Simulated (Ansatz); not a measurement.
Basis-set series for `[SiH3][N]([SiH3])[Cd][Cl]`. Charge 0, multiplicity 1. Cd: def2 effective core potential. The geometry is a stationary point of PBE0-D4/def2-TZVP. It is one conformer, not always the lowest.

```xyz
11

Si   -0.4412    0.6944   -1.4432
N     0.1230    0.0456    0.0488
Si   -0.7270   -1.1275    0.9798
Cd    1.8922    0.7017    0.7507
Cl    3.8811    1.4395    1.5401
H    -1.7451    1.3995   -1.2902
H     0.5649    1.6757   -1.9439
H    -0.6206   -0.3604   -2.4806
H     0.0764   -1.4385    2.1979
H    -0.9396   -2.3947    0.2250
H    -2.0642   -0.6351    1.4157
```

```tsv
functional	basis	functions	energy (Eh)	HOMO (eV)	LUMO (eV)
PBE0-D4	def2-SVP	129	-1264.51830	-7.44	-1.79
PBE0-D4	def2-QZVPP	535	-1265.03399	-7.59	-1.94
ωB97M-V	def2-SVP	129	-1264.81955	-9.63	0.06
ωB97M-V	def2-QZVPP	535	-1265.33703	-9.83	-0.26
```

**Question.** Give the rows for def2-TZVPP. (Estimate.)

**Answer.** Computed: 
| functional | basis | functions | energy (Eh) | HOMO (eV) | LUMO (eV) |
| --- | --- | --- | --- | --- | --- |
| PBE0-D4 | def2-TZVPP | 297 | -1264.99211 | -7.57 | -1.92 |
| ωB97M-V | def2-TZVPP | 297 | -1265.29776 | -9.81 | -0.13 |
